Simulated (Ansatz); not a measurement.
Input for Ansatz (a program for electronic structure): R-B3LYP-D3(BJ)/def2-TZVP on CHN (SMILES C#N).

Ansatz 0.2 input:
```yaml
crystal:
  periodic: [false, false, false]
  atoms:
    - {symbol: C, position_ang: [-0.02646930, -0.00041238, 0.00000000]}
    - {symbol: N, position_ang: [1.11956421, 0.01676616, -0.00000000]}
    - {symbol: H, position_ang: [-1.09309491, -0.01635378, -0.00000000]}
basis:
  gaussian:
    orbitals: def2-TZVP
hamiltonian:
  xc: b3lyp
  dispersion: d3bj
accuracy: high
phonons: {}
scf: {lower_state_search: off}
```

Output:

```
WARN ansatz: RAYON_NUM_THREADS=4 ignored (pool sized by the plan → 4); use --threads N
Functional definition: B3LYP
these checks for a lower state are left out or cut short: stability, starts, cluster_reference, orbital_swaps, neighbouring_geometries, increment
integrals: 0.05 GiB planned
1052 factors; integrals over basis functions are off by at most 2.1e-9 eV
mean field: 0.18 GiB planned
mean field evaluation 1: about -2539.4329 eV, gradient 4.4e1 eV
mean field evaluation 2: about -2531.5814 eV, gradient 7.1e1 eV
mean field evaluation 4: about -2543.2814 eV, gradient 2.1e0 eV
mean field evaluation 8: about -2543.2914 eV, gradient 5.0e-2 eV
mean field evaluation 16: about -2543.2914 eV, gradient 6.9e-8 eV
mean field -2543.29144004 eV, -93.4642365167 hartree, gradient 3.3e-9 eV, S^2 0.000000; 0 other end points of the search recorded, 0 dependent functions left out
the calculation of the forces begins
reference -2543.29146703 eV, -93.4642375086 hartree; 7, 7 occupied and 61, 61 virtual orbitals, 1052 factors
these checks for a lower state are left out or cut short: stability, starts, cluster_reference, orbital_swaps, neighbouring_geometries, increment
integrals: 0.05 GiB planned
1052 factors; integrals over basis functions are off by at most 2.1e-9 eV
mean field: 0.18 GiB planned
mean field -2543.29142121 eV, -93.4642358244 hartree, gradient 2.9e-8 eV, S^2 0.000000; 0 other end points of the search recorded, 0 dependent functions left out
the calculation of the forces begins
reference -2543.29144819 eV, -93.4642368163 hartree; 7, 7 occupied and 61, 61 virtual orbitals, 1052 factors
these checks for a lower state are left out or cut short: stability, starts, cluster_reference, orbital_swaps, neighbouring_geometries, increment
integrals: 0.05 GiB planned
1052 factors; integrals over basis functions are off by at most 2.1e-9 eV
mean field: 0.18 GiB planned
mean field evaluation 32: about -2543.2914 eV, gradient 2.9e-8 eV
mean field -2543.29142192 eV, -93.4642358508 hartree, gradient 2.9e-8 eV, S^2 0.000000; 0 other end points of the search recorded, 0 dependent functions left out
the calculation of the forces begins
reference -2543.29144891 eV, -93.4642368426 hartree; 7, 7 occupied and 61, 61 virtual orbitals, 1052 factors
these checks for a lower state are left out or cut short: stability, starts, cluster_reference, orbital_swaps, neighbouring_geometries, increment
integrals: 0.05 GiB planned
1052 factors; integrals over basis functions are off by at most 2.1e-9 eV
mean field: 0.18 GiB planned
mean field -2543.29142156 eV, -93.4642358376 hartree, gradient 2.9e-8 eV, S^2 0.000000; 0 other end points of the search recorded, 0 dependent functions left out
the calculation of the forces begins
reference -2543.29144855 eV, -93.4642368295 hartree; 7, 7 occupied and 61, 61 virtual orbitals, 1052 factors
these checks for a lower state are left out or cut short: stability, starts, cluster_reference, orbital_swaps, neighbouring_geometries, increment
integrals: 0.05 GiB planned
1052 factors; integrals over basis functions are off by at most 2.1e-9 eV
mean field: 0.18 GiB planned
mean field -2543.29142156 eV, -93.4642358376 hartree, gradient 2.9e-8 eV, S^2 0.000000; 0 other end points of the search recorded, 0 dependent functions left out
the calculation of the forces begins
reference -2543.29144855 eV, -93.4642368295 hartree; 7, 7 occupied and 61, 61 virtual orbitals, 1052 factors
these checks for a lower state are left out or cut short: stability, starts, cluster_reference, orbital_swaps, neighbouring_geometries, increment
integrals: 0.05 GiB planned
1052 factors; integrals over basis functions are off by at most 2.1e-9 eV
mean field: 0.18 GiB planned
mean field -2543.29091671 eV, -93.4642172845 hartree, gradient 5.0e-8 eV, S^2 0.000000; 0 other end points of the search recorded, 0 dependent functions left out
the calculation of the forces begins
reference -2543.29094371 eV, -93.4642182770 hartree; 7, 7 occupied and 61, 61 virtual orbitals, 1052 factors
these checks for a lower state are left out or cut short: stability, starts, cluster_reference, orbital_swaps, neighbouring_geometries, increment
integrals: 0.05 GiB planned
1052 factors; integrals over basis functions are off by at most 2.0e-9 eV
mean field: 0.18 GiB planned
mean field -2543.29092009 eV, -93.4642174088 hartree, gradient 3.1e-8 eV, S^2 0.000000; 0 other end points of the search recorded, 0 dependent functions left out
the calculation of the forces begins
reference -2543.29094706 eV, -93.4642184000 hartree; 7, 7 occupied and 61, 61 virtual orbitals, 1052 factors
these checks for a lower state are left out or cut short: stability, starts, cluster_reference, orbital_swaps, neighbouring_geometries, increment
integrals: 0.05 GiB planned
1052 factors; integrals over basis functions are off by at most 2.1e-9 eV
mean field: 0.18 GiB planned
mean field evaluation 64: about -2543.2914 eV, gradient 8.7e-5 eV
mean field -2543.29143592 eV, -93.4642363654 hartree, gradient 3.3e-8 eV, S^2 0.000000; 0 other end points of the search recorded, 0 dependent functions left out
the calculation of the forces begins
reference -2543.29146291 eV, -93.4642373572 hartree; 7, 7 occupied and 61, 61 virtual orbitals, 1052 factors
these checks for a lower state are left out or cut short: stability, starts, cluster_reference, orbital_swaps, neighbouring_geometries, increment
integrals: 0.05 GiB planned
1052 factors; integrals over basis functions are off by at most 2.1e-9 eV
mean field: 0.18 GiB planned
mean field -2543.29143558 eV, -93.4642363526 hartree, gradient 3.3e-8 eV, S^2 0.000000; 0 other end points of the search recorded, 0 dependent functions left out
the calculation of the forces begins
reference -2543.29146257 eV, -93.4642373445 hartree; 7, 7 occupied and 61, 61 virtual orbitals, 1052 factors
these checks for a lower state are left out or cut short: stability, starts, cluster_reference, orbital_swaps, neighbouring_geometries, increment
integrals: 0.05 GiB planned
1052 factors; integrals over basis functions are off by at most 2.1e-9 eV
mean field: 0.18 GiB planned
mean field -2543.29143575 eV, -93.4642363590 hartree, gradient 3.3e-8 eV, S^2 0.000000; 0 other end points of the search recorded, 0 dependent functions left out
the calculation of the forces begins
reference -2543.29146274 eV, -93.4642373508 hartree; 7, 7 occupied and 61, 61 virtual orbitals, 1052 factors
these checks for a lower state are left out or cut short: stability, starts, cluster_reference, orbital_swaps, neighbouring_geometries, increment
integrals: 0.05 GiB planned
1052 factors; integrals over basis functions are off by at most 2.1e-9 eV
mean field: 0.18 GiB planned
mean field -2543.29143575 eV, -93.4642363590 hartree, gradient 3.3e-8 eV, S^2 0.000000; 0 other end points of the search recorded, 0 dependent functions left out
the calculation of the forces begins
reference -2543.29146274 eV, -93.4642373508 hartree; 7, 7 occupied and 61, 61 virtual orbitals, 1052 factors
these checks for a lower state are left out or cut short: stability, starts, cluster_reference, orbital_swaps, neighbouring_geometries, increment
integrals: 0.05 GiB planned
1052 factors; integrals over basis functions are off by at most 2.1e-9 eV
mean field: 0.18 GiB planned
mean field evaluation 96: about -2543.2911 eV, gradient 1.4e-8 eV
mean field -2543.29105461 eV, -93.4642223523 hartree, gradient 1.4e-8 eV, S^2 0.000000; 0 other end points of the search recorded, 0 dependent functions left out
the calculation of the forces begins
reference -2543.29108159 eV, -93.4642233439 hartree; 7, 7 occupied and 61, 61 virtual orbitals, 1052 factors
these checks for a lower state are left out or cut short: stability, starts, cluster_reference, orbital_swaps, neighbouring_geometries, increment
integrals: 0.05 GiB planned
1052 factors; integrals over basis functions are off by at most 2.1e-9 eV
mean field: 0.18 GiB planned
mean field -2543.29104073 eV, -93.4642218421 hartree, gradient 3.4e-8 eV, S^2 0.000000; 0 other end points of the search recorded, 0 dependent functions left out
the calculation of the forces begins
reference -2543.29106772 eV, -93.4642228342 hartree; 7, 7 occupied and 61, 61 virtual orbitals, 1052 factors
these checks for a lower state are left out or cut short: stability, starts, cluster_reference, orbital_swaps, neighbouring_geometries, increment
integrals: 0.05 GiB planned
1052 factors; integrals over basis functions are off by at most 2.1e-9 eV
mean field: 0.18 GiB planned
mean field -2543.29143527 eV, -93.4642363415 hartree, gradient 9.1e-9 eV, S^2 0.000000; 0 other end points of the search recorded, 0 dependent functions left out
the calculation of the forces begins
reference -2543.29146226 eV, -93.4642373333 hartree; 7, 7 occupied and 61, 61 virtual orbitals, 1052 factors
these checks for a lower state are left out or cut short: stability, starts, cluster_reference, orbital_swaps, neighbouring_geometries, increment
integrals: 0.05 GiB planned
1052 factors; integrals over basis functions are off by at most 2.1e-9 eV
mean field: 0.18 GiB planned
mean field -2543.29143490 eV, -93.4642363278 hartree, gradient 9.1e-9 eV, S^2 0.000000; 0 other end points of the search recorded, 0 dependent functions left out
the calculation of the forces begins
reference -2543.29146189 eV, -93.4642373196 hartree; 7, 7 occupied and 61, 61 virtual orbitals, 1052 factors
these checks for a lower state are left out or cut short: stability, starts, cluster_reference, orbital_swaps, neighbouring_geometries, increment
integrals: 0.05 GiB planned
1052 factors; integrals over basis functions are off by at most 2.1e-9 eV
mean field: 0.18 GiB planned
mean field -2543.29143509 eV, -93.4642363346 hartree, gradient 9.1e-9 eV, S^2 0.000000; 0 other end points of the search recorded, 0 dependent functions left out
the calculation of the forces begins
reference -2543.29146208 eV, -93.4642373265 hartree; 7, 7 occupied and 61, 61 virtual orbitals, 1052 factors
these checks for a lower state are left out or cut short: stability, starts, cluster_reference, orbital_swaps, neighbouring_geometries, increment
integrals: 0.05 GiB planned
1052 factors; integrals over basis functions are off by at most 2.1e-9 eV
mean field: 0.18 GiB planned
mean field evaluation 128: about -2543.2914 eV, gradient 1.0e-5 eV
mean field -2543.29143509 eV, -93.4642363346 hartree, gradient 9.1e-9 eV, S^2 0.000000; 0 other end points of the search recorded, 0 dependent functions left out
the calculation of the forces begins
reference -2543.29146208 eV, -93.4642373265 hartree; 7, 7 occupied and 61, 61 virtual orbitals, 1052 factors
these checks for a lower state are left out or cut short: stability, starts, cluster_reference, orbital_swaps, neighbouring_geometries, increment
integrals: 0.05 GiB planned
1052 factors; integrals over basis functions are off by at most 2.0e-9 eV
mean field: 0.18 GiB planned
mean field -2543.29131309 eV, -93.4642318512 hartree, gradient 2.6e-8 eV, S^2 0.000000; 0 other end points of the search recorded, 0 dependent functions left out
the calculation of the forces begins
reference -2543.29134007 eV, -93.4642328427 hartree; 7, 7 occupied and 61, 61 virtual orbitals, 1052 factors
these checks for a lower state are left out or cut short: stability, starts, cluster_reference, orbital_swaps, neighbouring_geometries, increment
integrals: 0.05 GiB planned
1052 factors; integrals over basis functions are off by at most 2.1e-9 eV
mean field: 0.18 GiB planned
mean field -2543.29132356 eV, -93.4642322361 hartree, gradient 2.2e-8 eV, S^2 0.000000; 0 other end points of the search recorded, 0 dependent functions left out
the calculation of the forces begins
reference -2543.29135056 eV, -93.4642332283 hartree; 7, 7 occupied and 61, 61 virtual orbitals, 1052 factors
Total energy: -2543.33108378 eV, -93.4656933973 hartree
Atom 0 at    -0.026469    -0.000412     0.000000 Å, force     0.000200     0.000146     0.000000 eV/Å
Atom 1 at     1.119564     0.016766     0.000000 Å, force     0.000000    -0.000069    -0.000000 eV/Å
Atom 2 at    -1.093095    -0.016354    -0.000000 Å, force    -0.000200    -0.000077    -0.000000 eV/Å
Dipole moment:    -0.630835    -0.009444     0.000000 e Å
Vibrations: 767.12 767.12 2203.17 3445.59 cm⁻¹, zero-point energy 0.445290 eV
Checks for a lower state left out: stability, starts, cluster_reference, orbital_swaps, neighbouring_geometries, increment
```

Self-consistency was reached.

Cost: roughly 23 core-seconds.
